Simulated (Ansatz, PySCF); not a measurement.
NaF, SMILES [F][Na].

Geometry optimised at B3LYP-D3(BJ)/def2-TZVPD.

Vertical ionisation energy (IE) and electron affinity (EA) in eV. Rows of orbital energies are one-electron estimates. Where ΔSCF, EOM or ADC give a negative EA the extra electron is unbound and the value depends on the basis.

```csv
level,IE,EA
"−ε(HOMO), −ε(LUMO), CAM-B3LYP/def2-TZVPD (PySCF)",8.46,1.08
"−ε(HOMO), −ε(LUMO), r2SCAN/def2-TZVPD (PySCF)",5.26,1.23
"−ε(HOMO), −ε(LUMO), PBE/def2-TZVPD (PySCF)",___,___
"ΔSCF, PBE0/def2-TZVPD (Ansatz), final states of multiplicity 2 and 2",10.12,0.57
"ΔSCF, PBE/def2-TZVPD (Ansatz), final states of multiplicity 2 and 2",10.51,0.58
```

**Question.** Fill in the missing entries. (The exact figures need the calculation; the answer reports its results.)

**Answer.** 
- −ε(HOMO), −ε(LUMO), PBE/def2-TZVPD (PySCF), IE: 5.08
- −ε(HOMO), −ε(LUMO), PBE/def2-TZVPD (PySCF), EA: 2.01

**Question.** What vertical singlet–triplet gap does ΔSCF give with PBE0/def2-TZVPD (Ansatz, an electronic-structure program) and with PBE/def2-TZVPD (Ansatz)? (Estimate from the structure and the level; the computed values follow.)

**Answer.** 5.24 and 5.55 eV (triplet above singlet where positive).
